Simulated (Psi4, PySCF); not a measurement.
C3H3 (SMILES [C-]1=CC1), charge -1, singlet, at a GFN2-xTB geometry (in this run its highest filled SCF level lies above zero, so its values depend strongly on the basis, on diffuse functions most of all), atoms displaced at random by about 0.08 Å a coordinate. Base run: B3LYP/STO-3G, gradient (PySCF).

PySCF was given this input:
```python
from pyscf import gto, scf, dft

mol = gto.Mole()
mol.atom = '''
    C    -0.080823    0.100722    0.723681
    C     0.167749   -0.757447   -0.532503
    C    -0.021828    0.623548   -0.451869
    H     0.987175   -0.029990    1.428705
    H    -0.864674   -0.151855    1.326746
    H    -0.193550    1.421314   -0.876987
'''
mol.basis = 'sto-3g'
mol.charge = -1
mol.spin = 0
mol.verbose = 4
mol.build()

mf = dft.RKS(mol)
mf.xc = 'b3lyp'
mf.kernel()
g = mf.nuc_grad_method()
grad = g.kernel()
```

Programs used: Psi4, PySCF; a row that names a program was run with it.

The coordinate followed is x of atom 4.

Variants of this job, named by their change:

```csv
change,dE/dx (Eh/bohr),net force (Eh/bohr)
base,0.058282,0.000008
finite difference step (bohr) = 0.05; conv_tol = 1e-11,0.058165,-
finite difference step (bohr) = 1e-5; conv_tol = 1e-11,0.058283,-
code = psi4,0.058244,0.000009
density fitting = on; auxbasis_response = off,0.058129,0.002115
grids.level = 0; grid_response = on,0.061643,0.000000
grids.level = 1; grid_response = off,0.058287,0.000053
grids.level = 1; grid_response = on,0.058280,0.000000
finite difference step (bohr) = 1e-4; conv_tol = 1e-11,0.058283,-
finite difference step (bohr) = 1e-3; conv_tol = 1e-11,0.058283,-
grids.level = 5; grid_response = on,0.058283,0.000000
conv_tol = 1e-4,0.058315,0.000008
```

The net force is zero for an exact gradient.
